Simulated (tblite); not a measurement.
Compound: C5H10BCl2Ga.
Bonds: C1–C2 (triple), C2–Ga3, Ga3–C4, C4–C5, C5–C6, Ga3–Cl7, Cl7–B8, B8–Cl9, Ga3–Cl9. Hydrogens: H10 on C1; H11, H12 on C4; H13, H14 on C5; H15, H16, H17 on C6; H18, H19 on B8.
Bond orders are those of one Lewis drawing.

Computed with GFN2-xTB (tblite), gas phase: L-BFGS steps from a force-field or distance-geometry start until the largest atomic force falls under 0.01 eV/Å.

Step 67: E = -745.1917 eV
```
atom  x, y, z in Å  |  force x, y, z in eV/Å
C1      0.8285    3.3857    0.0015    0.012   0.035   0.018
C2      0.7788    2.1802   -0.0155   -0.011  -0.036  -0.006
Ga3     0.7309    0.2267   -0.2420   -0.012  -0.056  -0.055
C4     -0.7735   -0.7974   -1.1711   -0.002   0.011   0.022
C5     -2.1391   -0.2838   -0.7084    0.015  -0.015   0.001
C6     -2.2812   -0.4360    0.8005    0.021   0.009  -0.020
Cl7     2.8271   -0.3909   -1.0090    0.037   0.006  -0.012
B8      3.2795   -1.0200    0.7008    0.035  -0.004   0.016
Cl9     1.6744   -0.7435    1.6388   -0.005   0.008  -0.010
H10     0.8746    4.4387    0.0418   -0.006   0.024   0.013
H11    -0.6790   -0.6982   -2.2603   -0.025  -0.008   0.040
H12    -0.6818   -1.8672   -0.9397    0.000   0.022  -0.025
H13    -2.9373   -0.8351   -1.2147   -0.002  -0.012   0.006
H14    -2.2408    0.7735   -0.9781   -0.014  -0.012   0.012
H15    -1.5107    0.1679    1.2980    0.008   0.009   0.018
H16    -2.1415   -1.4772    1.0891   -0.010   0.007   0.022
H17    -3.2555   -0.1036    1.1520    0.003   0.006  -0.042
H18     4.1232   -0.3353    1.1608   -0.019  -0.016  -0.002
H19     3.5136   -2.1753    0.6480   -0.026   0.022   0.005
```

Step 68: E = -745.1924 eV
```
atom  x, y, z in Å  |  force x, y, z in eV/Å
C1      0.8338    3.3882    0.0090    0.012   0.027   0.021
C2      0.7803    2.1830   -0.0145   -0.014  -0.037  -0.002
Ga3     0.7275    0.2284   -0.2385    0.009  -0.037  -0.060
C4     -0.7715   -0.8002   -1.1687   -0.024  -0.003   0.015
C5     -2.1404   -0.2910   -0.7104    0.001  -0.001  -0.017
C6     -2.2839   -0.4307    0.7998    0.018   0.000  -0.038
Cl7     2.8252   -0.3848   -1.0112    0.031   0.009  -0.005
B8      3.2801   -1.0191    0.6953    0.013  -0.006   0.021
Cl9     1.6751   -0.7444    1.6388    0.007   0.014  -0.022
H10     0.8834    4.4409    0.0544   -0.006   0.021   0.009
H11    -0.6775   -0.7051   -2.2587   -0.017  -0.011   0.056
H12    -0.6750   -1.8687   -0.9319   -0.004   0.025  -0.033
H13    -2.9368   -0.8497   -1.2143    0.032   0.008   0.028
H14    -2.2463    0.7646   -0.9875   -0.017  -0.031   0.011
H15    -1.5185    0.1824    1.2941   -0.002   0.003   0.013
H16    -2.1396   -1.4686    1.0976   -0.003   0.002   0.025
H17    -3.2621   -0.1024    1.1433    0.000   0.015  -0.026
H18     4.1262   -0.3393    1.1565   -0.017  -0.003   0.002
H19     3.5101   -2.1743    0.6395   -0.020   0.004   0.002
```

Step 69: E = -745.1929 eV
```
atom  x, y, z in Å  |  force x, y, z in eV/Å
C1      0.8364    3.3889    0.0121    0.009   0.005   0.022
C2      0.7831    2.1835   -0.0179   -0.017  -0.025   0.001
Ga3     0.7260    0.2273   -0.2392    0.035  -0.004  -0.056
C4     -0.7716   -0.8014   -1.1683   -0.030  -0.010   0.009
C5     -2.1409   -0.2947   -0.7105    0.005   0.008  -0.019
C6     -2.2851   -0.4284    0.7992    0.000   0.001  -0.021
Cl7     2.8279   -0.3807   -1.0115    0.022   0.009  -0.001
B8      3.2822   -1.0180    0.6935   -0.017  -0.005   0.018
Cl9     1.6754   -0.7440    1.6381    0.017   0.020  -0.030
H10     0.8856    4.4416    0.0623   -0.005   0.012   0.007
H11    -0.6804   -0.7083   -2.2583   -0.005  -0.008   0.045
H12    -0.6723   -1.8686   -0.9299   -0.005   0.000  -0.028
H13    -2.9371   -0.8550   -1.2125    0.030  -0.002   0.021
H14    -2.2480    0.7593   -0.9895   -0.024  -0.003  -0.003
H15    -1.5229    0.1893    1.2929   -0.006   0.001   0.010
H16    -2.1398   -1.4642    1.1023    0.005  -0.013   0.028
H17    -3.2661   -0.1021    1.1370    0.005   0.021  -0.012
H18     4.1297   -0.3425    1.1561   -0.010   0.015   0.011
H19     3.5083   -2.1728    0.6366   -0.011  -0.021  -0.002
```

Q: Estimate the geometry and energy of step 70. (The exact step hangs on the optimiser's Hessian estimate; all steps are aligned on step 69, rigid shifts and turns removed.)

A: E = -745.1935 eV, largest force 0.076 eV/Å
```
atom  x, y, z in Å  |  force x, y, z in eV/Å
C1      0.8422    3.3920    0.0216    0.005  -0.021   0.019
C2      0.7858    2.1864   -0.0119   -0.018  -0.001  -0.002
Ga3     0.7238    0.2294   -0.2390    0.054   0.027  -0.046
C4     -0.7717   -0.8028   -1.1659   -0.024  -0.022  -0.004
C5     -2.1441   -0.3020   -0.7139   -0.005   0.016  -0.011
C6     -2.2866   -0.4230    0.7968   -0.008  -0.007  -0.007
Cl7     2.8277   -0.3749   -1.0134    0.015   0.008   0.003
B8      3.2828   -1.0179    0.6895   -0.037  -0.003   0.012
Cl9     1.6766   -0.7441    1.6368    0.020   0.024  -0.036
H10     0.8933    4.4450    0.0742   -0.004  -0.007   0.007
H11    -0.6802   -0.7168   -2.2558    0.004   0.000   0.025
H12    -0.6658   -1.8679   -0.9219   -0.012  -0.012  -0.022
H13    -2.9365   -0.8729   -1.2111    0.043   0.008   0.031
H14    -2.2598    0.7492   -1.0014   -0.017  -0.017  -0.005
H15    -1.5266    0.2017    1.2859   -0.015  -0.007   0.000
H16    -2.1392   -1.4558    1.1102    0.010  -0.003   0.020
H17    -3.2689   -0.0972    1.1302   -0.003   0.026   0.000
H18     4.1324   -0.3463    1.1522   -0.004   0.025   0.019
H19     3.5049   -2.1727    0.6295   -0.005  -0.035  -0.005
```

The energy changes by -0.0005 eV. The first-order estimate −F·Δx gives -0.0008 eV and the mean of the old and new forces, exact on a quadratic surface, -0.0005 eV. The step makes an angle of 83° with the force vector and moves no atom by more than 0.020 Å.

The cost below is that of the whole relaxation. Hardware: one thread of an Arm Neoverse N1, shared host with 64 logical CPUs at a one-minute load of 61. Cost: 2.4 s wall.
